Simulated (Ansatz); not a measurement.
`O[SiH2][BH][ZnH]` + CH₃OH → `C[O][ZnH]` + `B[SiH2]O`  (cleavage of the Zn–B bond)

Isolated molecules relaxed with PBE0-D4/def2-TZVP in Ansatz; ΔE leaves out vibrations. CBS: MP2 limit from def2 TZ/QZ plus the TZ coupled-cluster correction, frozen cores. This one scheme is used for every species. DFT in def2-TZVPP. For Zn outer-core shells are correlated without core-valence functions, which leaves a few kJ/mol of doubt a bond. Scalar relativity is left out up to krypton. Each species was taken in one conformer, which may not be the lowest.

```csv
level,ΔE (eV)
PBE0-D4,-0.36
PBE,-0.39
r2SCAN,-0.49
HF/CBS(def2),-0.61
```

What does CCSD(T)/CBS give? (Best estimate.)

The calculation gave: -0.47 eV. The listed levels differ from it by 0.11, 0.08, -0.02, -0.14 eV.

Largest T1 diagnostic among the species: 0.017.

In def2-TZVPP, CCSD(T) changes the Hartree–Fock value by +0.10 eV (the triples alone add +0.01 eV) and MP2 by +0.04 eV.
